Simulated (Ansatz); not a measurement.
Ansatz (a program for electronic structure) input:

Ansatz 0.2 input:
```yaml
crystal:
  periodic: [false, false, false]
  atoms:
    - {symbol: N, position_ang: [1.33646583, -0.06862296, -0.31455935]}
    - {symbol: B, position_ang: [-0.04558683, 0.03017924, -0.01270173]}
    - {symbol: O, position_ang: [-0.63724416, 1.26075135, -0.04032539]}
    - {symbol: O, position_ang: [-0.76620662, -1.09547714, 0.31671083]}
    - {symbol: H, position_ang: [1.86570631, 0.72368703, -0.63495451]}
    - {symbol: H, position_ang: [1.89550476, -0.81041559, 0.07369553]}
    - {symbol: H, position_ang: [-1.66093144, -0.90600052, 0.61559961]}
basis:
  gaussian:
    orbitals: def2-TZVPD
hamiltonian:
  xc: {name: PBE}
magnetization: {spin_polarized: true, initial_magnetization: 1}
output: {forces: true}
```

Problem. Which total energy does the run end on?

Solution. -231.76173 Eh (PBE/def2-TZVPD). The basis has 181 functions.

It need not be the lowest isomer of its formula.
